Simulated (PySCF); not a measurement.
C₄HCl₂F, SMILES ClC(Cl)=C(C#C)F. Geometry optimised at PBE-D3(BJ)/def2-SVP. The structure was generated by enumeration, and PubChem lists no compound with its InChIKey, so it may never have been made.

Computed equilibrium geometry at PBE-D3(BJ)/def2-SVP (PySCF confirms it by a frequency run) as Cartesian coordinates in Å, and its point group:
point group Cs.
```xyz
8

C     -0.1638     3.1518     0.0000
C      0.2125     1.9849     0.0000
C      0.6841     0.6505     0.0000
F      2.0207     0.4857     0.0000
C     -0.1135    -0.4612     0.0000
Cl    -1.8313    -0.3436     0.0000
Cl     0.5725    -2.0392     0.0000
H     -0.5028     4.1788     0.0000
```
Charge 0, spin multiplicity 1.
